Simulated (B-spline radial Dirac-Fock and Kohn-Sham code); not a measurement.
## Subshell photoionisation cross sections of Se³⁺ against photon energy

System: selenium as Se³⁺ in the configuration 1s2 2s2 2p6 3s2 3p6 3d10 4s2 4p1.

Input of the calculation (task.json; shells as n, l, electrons):

```json
{"items": [{
  "Z": 34,
  "q": 3,
  "cfg": [[1, 0, 2], [2, 0, 2], [2, 1, 6], [3, 0, 2], [3, 1, 6], [3, 2, 10], [4, 0, 2], [4, 1, 1]],
  "A": 80,
  "rrms": 4.14,
  "do": ["binding", "quiet", "photo", "scan"],
  "hv": [34.0, 200, 300, 580.0, 600, 800, 1920.0, 3220.0, 11900.0, 13200.0, 17479.3, 36000.0, 80000, 150000, 167000.0, 200000]
}]}
```

Command: `python xray_run.py task.json out`

Calculated with a radial finite-basis atomic code, using the independent-particle Dirac-Slater model, thresholds from Dirac-Fock. Values are in kb per electron; a dash marks an energy below the computed threshold. Values for outer subshells far above threshold carry numerical ripple of a few per cent.

| hν (eV) | 1s | 2p1/2 | 3d3/2 | 4s | 4p1/2 |
| --- | --- | --- | --- | --- | --- |
| 200 | – | – | 524 | 35.7 | 30.2 |
| 300 | – | – | 269 | 19.2 | 17.6 |
| 580 | – | – | 56.1 | 6.94 | 7.25 |
| 600 | – | – | 51.1 | 6.57 | 6.87 |
| 800 | – | – | 22.6 | 4.04 | 4.05 |
| 1920 | – | 56.0 | 1.34 | 0.837 | 0.638 |
| 3220 | – | 13.7 | 0.207 | 0.302 | 0.176 |
| 11900 | – | 0.242 | 0.00111 | 0.0165 | 0.00383 |
| 13200 | 8.13 | 0.171 | 0.000709 | 0.0128 | 0.00275 |
| 17479.3 | 3.92 | 0.0664 | 0.000209 | 0.00638 | 0.00109 |
| 36000 | 0.536 | 0.00536 | 8.83e-06 | 0.000952 | 9.22e-05 |
| 80000 | 0.0519 | 0.000309 | 2.52e-07 | 0.000100 | 5.47e-06 |
| 150000 | 0.00786 | 3.33e-05 | 1.72e-08 | 1.58e-05 | 5.97e-07 |
| 167000 | 0.00570 | 2.29e-05 | 1.10e-08 | 1.15e-05 | 4.12e-07 |
| 200000 | 0.00332 | 1.24e-05 | 5.27e-09 | 6.79e-06 | 2.23e-07 |

At 200000 eV the multipoles beyond E1 give 44.5 % of 1s, 59.7 % of 2p1/2, 75.8 % of 3d3/2, 45.0 % of 4s, 59.6 % of 4p1/2.
